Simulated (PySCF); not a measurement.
Compound: Mo(NH)Cl4 (singlet state).
Geometry (PBE0-D3(BJ)/def2-SVP, Å), atoms numbered from 1 in this order:
```xyz
7
Cl4HMoN angstrom
Mo    -0.010   -0.009   -0.323
N      0.045    0.042    1.342
H      0.075    0.067    2.361
Cl     2.209   -0.020   -0.934
Cl    -0.031    2.217   -0.915
Cl    -2.269   -0.028   -0.769
Cl    -0.019   -2.270   -0.763
```

Theory: TDDFT B3LYP/def2-SVPD, vertical, gas phase, core orbitals frozen in the response, def2 core potentials past Kr (PySCF 2.14.0, density-fitted response routines). Spin–orbit coupling is left out.

Frontier orbitals with the atoms that hold most of them (Löwdin shares over 4%, at most four atoms; ? is withheld):

```json
{"orbital": "LUMO+2", "ε (eV)": "-3.52", "atoms": "Mo1 53%, N2 28%, Cl6 7%, Cl4 7%"}
{"orbital": "LUMO+1", "ε (eV)": "-3.54", "atoms": "Mo1 53%, N2 28%, Cl7 7%, Cl5 7%"}
{"orbital": "LUMO", "ε (eV)": "-5.40", "atoms": "?"}
{"orbital": "HOMO", "ε (eV)": "?", "atoms": "?"}
{"orbital": "HOMO-1", "ε (eV)": "-8.89", "atoms": "Cl6 22%, Cl5 22%, Cl4 21%, Cl7 21%"}
{"orbital": "HOMO-2", "ε (eV)": "-8.90", "atoms": "Cl7 23%, Cl5 22%, Cl4 21%, Cl6 20%"}
{"orbital": "HOMO-3", "ε (eV)": "-9.04", "atoms": "Cl7 25%, Cl5 25%, Cl6 24%, Cl4 24%"}
```

Problem. Which atoms hold the HOMO, and with what shares?

Solution. Cl4 (bonded to Mo) 26%; Cl5 (bonded to Mo) 26%; Cl7 (bonded to Mo) 24%; Cl6 (bonded to Mo) 24%.

Problem. Give the leading atoms of the LUMO.

Solution. Mo1 (bonded to 4 Cl and N) 64%; Cl7 (bonded to Mo) 9%; Cl6 (bonded to Mo) 9%; Cl5 (bonded to Mo) 9%. By element: molybdenum 64%, chlorine 26% or more.

Problem. What is the HOMO energy, and the HOMO–LUMO gap?

Solution. ε(HOMO) = -8.30 eV; the gap is 2.90 eV (0.1067 hartree).

Problem. The HOMO–LUMO gap is 2.90 eV. Where does the response calculation put the lowest singlet, and from which orbitals?

Solution. S1 is at 2.22 eV (f = 0.0000), 0.68 eV below the gap, made of HOMO→LUMO (98%). 

For S1 the Löwdin share of molybdenum is at most 1% in HOMO and 64% in LUMO (ligand-to-metal charge transfer by this measure).

Next come S2 at 2.42 eV (f 0.0041), HOMO-2/HOMO-1→LUMO (73%), HOMO-4→LUMO (25%); S3 at 2.43 eV (f 0.0043), HOMO-2/HOMO-1→LUMO (71%), HOMO-5→LUMO (27%); S4 at 2.49 eV (f 0.0000), HOMO-3→LUMO (100%); S5 at 2.85 eV (f 0.042), HOMO-4→LUMO (69%), HOMO-2/HOMO-1→LUMO (≥23%).

Orbitals of the list HOMO-3 to LUMO+2 that lie within 0.01 eV of each other are written together with a slash and their weights summed (≥ marks a lower bound); for degenerate orbitals outside that list single weights are arbitrary.

The run took 19 s of wall time on an x86-64 server with one thread, no GPU, on a shared host.
